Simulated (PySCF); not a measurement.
# Bond curve of GeO⁺

Set-up: Ge def2-TZVPPD, O def2-TZVPPD; no relativity (PySCF 2.14). Energies in eV from Ge⁺ + O in their ground configurations at the same level. All curves are PBE0. state 1: ²Π (doublet), unpaired electrons π ↑; state 2: ²Σ⁺ (doublet), unpaired electrons σ ↑, a second solution, started from another occupation; state 3: quartet, unpaired electrons σ ↑, π ↑↑, a mixture of terms (⟨Lz²⟩ = 2.0), a second solution, started from another occupation.

```json
{"R (Å)": "1.527", "state 1": "-2.512", "state 2": "-3.232", "state 3": "1.6554"}
{"R (Å)": "1.598", "state 1": "-3.234", "state 2": "-3.526", "state 3": "0.8501"}
{"R (Å)": "1.669", "state 1": "-3.627", "state 2": "-3.566", "state 3": "0.3513"}
{"R (Å)": "1.723", "state 1": "-3.765", "state 2": "-3.482", "state 3": "0.1166"}
{"R (Å)": "1.776", "state 1": "-3.802", "state 2": "-3.331", "state 3": "-0.0348"}
{"R (Å)": "1.829", "state 1": "-3.763", "state 2": "-3.133", "state 3": "-0.1276"}
{"R (Å)": "1.900", "state 1": "-3.622", "state 2": "-2.819", "state 3": "-0.1922"}
{"R (Å)": "1.989", "state 1": "-3.351", "state 2": "-2.384", "state 3": "-0.2195"}
{"R (Å)": "2.096", "state 1": "-2.945", "state 2": "-1.842", "state 3": "-0.2170"}
{"R (Å)": "2.238", "state 1": "-2.347", "state 2": "-1.155", "state 3": "-0.1943"}
```

Problem. Put a parabola through the three lowest points of the state 1 curve and estimate Re, k and ωe (reduced mass 13.15 u; 1 eV/Å² = 0.16022 mdyn/Å; ωe = 1302.8·√(k/μ) cm⁻¹).

Solution. Through R = 1.723, 1.776, 1.829 Å the second-order coefficient is 13.5 eV/Å², so Re ≈ 1.775 Å, k ≈ 4.33 mdyn/Å and ωe ≈ 748 cm⁻¹. A polynomial fit of higher order to the unrounded PBE0 energies gives Re = 1.773 Å, k = 4.38 mdyn/Å, ωe = 752 cm⁻¹; anharmonicity and rounding make the difference.

The higher-order fit for each curve: state 1: Re = 1.773 Å, ωe = 752 cm⁻¹, De = 3.80 eV; state 2: Re = 1.647 Å, ωe = 879 cm⁻¹, minimum 3.57 eV below the ground-state fragments. State 3 gave no clean fit.

⟨S²⟩ of the unrestricted solution departs from its pure value on part of the curve, where spin states mix. Spin–orbit coupling is left out. For an ion De counts to the pair picked by the measured ionisation energies or electron affinities, which need not be the lowest pair at this level. Counting both spins, an empty level lies below a filled one in some of these solutions, because spin and occupation are held. The state is the lowest determinant that a PBE0 search found; another state may lie lower at other levels.
